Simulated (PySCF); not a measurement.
Identify the unknown among the candidates.

All candidates are C6H10O.

| technique | computed result |
| --- | --- |
| Rotational structure | rotational constants A, B, C: 3.890, 3.198, 2.126 GHz [PBE0-D3(BJ)/def2-SVP] |
| Couplings | largest of the computed one-bond spin–spin couplings (means over like bonds): 13C–1H +178.3 (×2), 13C–1H +134.3 (×2), 13C–1H +134.0 (×2), 13C–1H +132.1 (×2), 13C–1H +129.8 (×2), 13C–13C +45.9 (×2), 13C–13C +35.6 (×2), 13C–13C +34.7 Hz [B3LYP/pcJ-1, spin–dipole term left out] |
| 1H NMR | chemical shifts (computed TMS as zero) by class: 2.66 (2 H), 1.86 (2 H), 1.49 (2 H), 1.35 (2 H), 1.00 (2 H) ppm [GIAO PBE0/pcSseg-1] |
| Triplet | lowest triplet excitation (Tamm–Dancoff): 7.48 eV [TDA CAM-B3LYP/def2-SVPD] |
| UV, strongest line | among the 10 lowest singlet transitions: S9 at 8.81 eV (141 nm, f = 0.029) [TDDFT CAM-B3LYP/def2-SVPD] |
| XPS | C1s 290.5 (×2), C1s 290.6 (×2), C1s 291.8 (×2), O1s 537.9 eV [ΔSCF SCAN, pcX-2 on the ionised atom, pcseg-1 elsewhere, spin-free X2C] |
| 13C NMR | chemical shifts (computed TMS as zero) by class: 49.8 (2 C), 27.4 (2 C), 21.7 (2 C) ppm [GIAO PBE0/pcSseg-1] |
| NMR, other nuclei | isotropic shieldings of nuclei other than C and H, by class: 293 (1 O) ppm [GIAO PBE0/pcSseg-1] |
| Polarisability | 69.3 au [CAM-B3LYP/def2-SVPD] |
| Valence photoelectron | vertical ionisation energy: 9.95 eV [ΔSCF CAM-B3LYP/def2-SVPD] |

The electronic properties come from PySCF, for the isolated species, density fitting. Levels stand in brackets. Geometry: PBE0-D3(BJ)/def2-SVP, one conformer, isolated molecule. NMR classes are plain means over equivalent atoms (diastereotopic ones count apart unless rotation or inversion swaps them), as if these changed places fast.

Task: Which candidate is it?
A. `C1CC[C@H]2O[C@H]2C1`
B. `CC[C@H]1CC=CO1`
C. `CC(=O)C=C(C)C`
D. `O=CC1CCCC1`
E. `C=C/C=C\COC`

Result: A. It is `C1CC[C@H]2O[C@H]2C1`. Numbering: `[CH2:1]1[CH2:2][CH2:3][C@H:4]2[O:5][C@H:6]2[CH2:7]1`. Its formula, C6H10O, gives 2 degrees of unsaturation: 2 rings and 0 π bonds in the structure found. 6 carbons fall into 3 classes; from least to most shielded: ring sp3 carbon bound to oxygen [C4/C6] (49.8 ppm, 2 C), ring CH2 carbon [C3/C7] (27.4 ppm, 2 C), ring CH2 carbon [C1/C2] (21.7 ppm, 2 C, up to 3.2 ppm apart in this geometry). Hydrogen classes from least to most shielded: 2 H on 2 like atoms (sp3 carbon bound to oxygen), C4/C6 (2.66 ppm), 2 H on 2 ring CH2 carbons, C3/C7 (1.86 ppm), 2 H on 2 ring CH2 carbons, C3/C7 (1.49 ppm), 2 H on 2 ring CH2 carbons, C1/C2 (1.35 ppm), 2 H on 2 ring CH2 carbons, C1/C2 (1.00 ppm). The other shieldings belong to: 293 ppm, epoxide oxygen [O5]. The couplings run between: +178.3 Hz, sp3 carbon bound to oxygen [C4] and its hydrogen (with 1 like pair); +134.3 Hz, ring CH2 carbon [C1] and its hydrogen (with 1 like pair); +134.0 Hz, ring CH2 carbon [C3] and its hydrogen (with 1 like pair); +132.1 Hz, ring CH2 carbon [C1] and its hydrogen (with 1 like pair); +129.8 Hz, ring CH2 carbon [C3] and its hydrogen (with 1 like pair); +45.9 Hz, ring CH2 carbon [C3] and sp3 carbon bound to oxygen [C4] (with 1 like pair); +35.6 Hz, ring CH2 carbon [C1] and ring CH2 carbon [C7] (with 1 like pair); +34.7 Hz, ring CH2 carbon [C1] and ring CH2 carbon [C2]. The core levels belong to: C1s 290.5 eV, ring CH2 carbon [C1/C2]; C1s 290.6 eV, ring CH2 carbon [C3/C7]; C1s 291.8 eV, sp3 carbon bound to oxygen [C4/C6]; O1s 537.9 eV, epoxide oxygen [O5]. One atom of each topological class was ionised and stands for its class. The first electron is taken from the HOMO, whose largest Löwdin shares are 0.62 on the epoxide oxygen, 0.08 on an sp3 carbon bound to oxygen, 0.07 on an sp3 carbon bound to oxygen and 0.05 on a ring CH2 carbon. The optimised geometry has point group C1 and is an asymmetric top.

The others, at the same levels:
- `CC(=O)C=C(C)C` fails: its computed vertical ionisation energy is 9.11 eV (against 9.95 eV), lowest triplet excitation (Tamm–Dancoff) is 3.42 eV (against 7.48 eV) and strongest line among the 10 lowest singlet transitions is S2 at 5.65 eV (219 nm, f = 0.420) (against S9 at 8.81 eV).
- `C=C/C=C\COC` fails: it has 6 carbon classes against 3; its computed 13C shifts are 141.7 (1 C), 140.2 (1 C), 133.2 (1 C), 125.1 (1 C), 72.8 (1 C), 59.0 (1 C) ppm, 1H shifts are 6.37 (1 H), 5.95 (1 H), 5.82 (1 H), 5.38 (1 H), 5.34 (1 H), 4.06 (2 H), 3.28 (3 H) ppm and vertical ionisation energy is 8.55 eV (against 9.95 eV).
- `CC[C@H]1CC=CO1` fails: its computed static isotropic polarisability is 73.0 au (against 69.3 au), rotational constant A is 5.775 GHz (against 3.890 GHz) and smallest rotational constant is 1.636 GHz (against 2.126 GHz).
- `O=CC1CCCC1` fails: its computed core binding energies are C1s 290.4 (×2), C1s 290.5 (×2), C1s 290.8, C1s 293.3, O1s 537.9 eV, rotational constant A is 5.026 GHz (against 3.890 GHz) and smallest rotational constant is 1.695 GHz (against 2.126 GHz).

Each candidate is one conformer, not necessarily the lowest. Dipoles, sizes and rotational constants follow the conformer. The torsions of the flexible species, by atom-mapped SMILES:
- `[CH3:1][C:2](=[O:3])[CH:4]=[C:5]([CH3:6])[CH3:7]`: C1–C2–C4–C5 179°
- `[CH2:1]=[CH:2]/[CH:3]=[CH:4]\[CH2:5][O:6][CH3:7]`: C1–C2–C3–C4 180°, C3–C4–C5–O6 -177°, C4–C5–O6–C7 180°
- `[CH3:1][CH2:2][C@H:3]1[CH2:4][CH:5]=[CH:6][O:7]1`: C1–C2–C3–C4 -178°

The conformers of `C1CC[C@H]2O[C@H]2C1` and `O=CC1CCCC1` aren't listed.
